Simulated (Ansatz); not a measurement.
Stepwise reaction of `[SiH3][O][Ge][O][SiH3]` with ammonia, as a gas-phase model of exchange steps in deposition or etching. ΔE in kJ/mol; ΔG adds harmonic PBE0-D4 terms to CCSD(T)/CBS, at 1 bar.

Computed with Ansatz on PBE0-D4/def2-TZVP structures; ΔE is electronic, products minus reactants. CBS: MP2 limit from def2 TZ/QZ plus the TZ coupled-cluster correction, frozen cores. This one scheme is used for every species. DFT in def2-TZVPP. B3LYP here is the variant with VWN-RPA as its local correlation; programs differ in this. For Ge outer-core shells are correlated without core-valence functions, which leaves a few kJ/mol of doubt a bond. Scalar relativity is left out up to krypton. Each species was taken in one conformer, which may not be the lowest.

| step | reaction | PBE-D4 | B3LYP-D4 | ωB97M-V | CCSD(T)/CBS | ΔG(500 K) |
| --- | --- | --- | --- | --- | --- | --- |
| 1 | `[SiH3][O][Ge][O][SiH3]` + NH₃ → `[NH2][Ge][O][SiH3]` + `O[SiH3]` | 38.1 | 44.4 | 40.6 | 40.4 | 32.8 |
| 2 | `[NH2][Ge][O][SiH3]` + NH₃ → `[NH2][Ge][NH2]` + `O[SiH3]` | 45.2 | 49.8 | 46.2 | 46.2 | 41.6 |

(1) By hand: ΔE of the 2 steps together at CCSD(T)/CBS.

Answers

(1) (40.4) + (46.2) = 86.6 kJ/mol, or 43.3 kJ/mol a step.

In ΔE each step is higher than the one before. All are uphill at CCSD(T)/CBS. ΔG lies between 32.8 and 41.6 kJ/mol a step. PBE-D4 differs from CCSD(T)/CBS by -2.3 to -1.0 kJ/mol a step. Isolated molecules leave out the surface, adducts and barriers. Largest T1 diagnostic: 0.014.
